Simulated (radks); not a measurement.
Excited configurations of Nd IV: one electron is placed in a higher orbital outside [Xe] 4f2. The ground configuration is [Xe] 4f3. Calculated with a radial shooting solver on a logarithmic mesh with Libxc functionals: Dirac Kohn-Sham, BLYP, spin-unpolarised, spherical densities, point nucleus; open shells fill j = l - 1/2 first. Excitation = E - E(ground); binding = E(ion) - E, where the ion is the core of charge +4; n* = 4/sqrt(2 binding) in atomic units, and the quantum defect is n - n*.

\begin{tabular}{lrrrr}
outer orbital & excitation (eV) & binding (eV) & quantum defect & <r> (bohr) \\ \hline
5d3/2 & 8.929 & 31.124 & 2.355 & 2.180 \\
5f5/2 & 25.671 & 14.382 & 1.109 & 4.122 \\
6s1/2 & 12.871 & 27.181 & 3.170 & 3.163 \\
6p1/2 & 17.539 & 22.514 & 2.890 & 3.568 \\
6d3/2 & 24.763 & 15.289 & 2.227 & 4.780 \\
6f5/2 & 30.553 & 9.500 & 1.213 & 7.290 \\
7s1/2 & 25.215 & 14.838 & 3.170 & 5.691 \\
7p1/2 & 27.069 & 12.984 & 2.905 & 6.289 \\
7d3/2 & 30.273 & 9.779 & 2.282 & 7.888 \\
7f5/2 & 33.372 & 6.681 & 1.292 & 11.08 \\
\end{tabular}

The Delta-SCF ionisation energy is 40.053 eV (NIST Atomic Spectra Database: 40.60 eV, semi-empirical). Self-interaction in the functional shifts the binding energies and quantum defects, so they are the method's values and not measured ones. Spin polarisation and multiplet splitting are left out, so open shells lie too high by an amount that depends on their filling.

Beside tabulated values, note that spin-unpolarised runs miss the spin-polarisation part of the exchange energy of open shells.
